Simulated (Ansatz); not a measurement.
Na₂₁. The state is a doublet with charge 0. Geometry PBE/def2-SVP.

Cartesian coordinates in Å:
```
Na 3.642 0.011 -2.449
Na -0.397 3.819 -0.803
Na -4.910 0.150 -2.358
Na 0.953 0.188 0.336
Na 3.404 -2.613 -0.064
Na 3.790 0.727 1.750
Na -1.881 2.409 2.232
Na 0.746 -2.058 -2.498
Na 0.204 -3.945 0.517
Na -2.644 -2.502 -0.969
Na 1.492 3.682 2.192
Na 1.869 -2.307 3.162
Na -4.471 0.125 1.204
Na -1.543 -1.371 2.355
Na -4.036 3.385 -0.745
Na 3.111 -5.465 1.994
Na 0.795 1.648 -3.496
Na 3.015 3.174 -1.094
Na -1.913 -0.659 -4.298
Na -1.838 0.746 -1.105
Na 0.613 0.855 4.136
```

Single mean-field runs in def2-TZVP are fitted with def2-universal-jkfit. At HF/STO-3G, r2SCAN/def2-TZVP the charge 0 doublet is spin-contaminated (final ⟨S²⟩ up to 9.35, 0.75 for a pure state). At HF/STO-3G the highest occupied level of the charge 0 doublet lies above zero (up to 5.25 eV). In Hartree–Fock with STO-3G the lack of diffuse functions raises the level. The structure comes from a short search, and lower isomers may exist.

Estimate the α-spin orbital energies around the gap (eV) in Ansatz with HF/STO-3G, PBE/def2-TZVP, r2SCAN/def2-TZVP, PBE0/def2-SVP, PBE0/def2-TZVP.


```tsv
orbital	HF/STO-3G	PBE/def2-TZVP	r2SCAN/def2-TZVP	PBE0/def2-SVP	PBE0/def2-TZVP
HOMO−9	1.72	-4.47	-4.55	-5.17	-5.18
HOMO−8	2.21	-4.25	-4.34	-4.92	-4.92
HOMO−7	2.44	-4.14	-4.23	-4.80	-4.80
HOMO−6	2.99	-3.55	-3.60	-4.04	-4.04
HOMO−5	3.56	-3.39	-3.39	-3.77	-3.77
HOMO−4	3.75	-3.28	-3.29	-3.65	-3.65
HOMO−3	3.81	-3.10	-3.10	-3.43	-3.44
HOMO−2	4.28	-2.96	-2.95	-3.28	-3.28
HOMO−1	4.46	-2.78	-2.82	-3.07	-3.08
HOMO	5.25	-2.62	-2.70	-2.93	-2.94
LUMO	12.77	-2.28	-2.18	-1.92	-1.91
LUMO+1	13.00	-2.19	-2.10	-1.83	-1.82
LUMO+2	13.15	-2.07	-1.98	-1.69	-1.69
LUMO+3	13.58	-1.99	-1.93	-1.60	-1.61
LUMO+4	14.04	-1.92	-1.86	-1.53	-1.53
LUMO+5	14.38	-1.78	-1.73	-1.40	-1.41
β HOMO	4.66	-2.75	-2.76	-3.02	-3.03
β LUMO	12.17	-2.35	-2.15	-1.94	-1.94
```
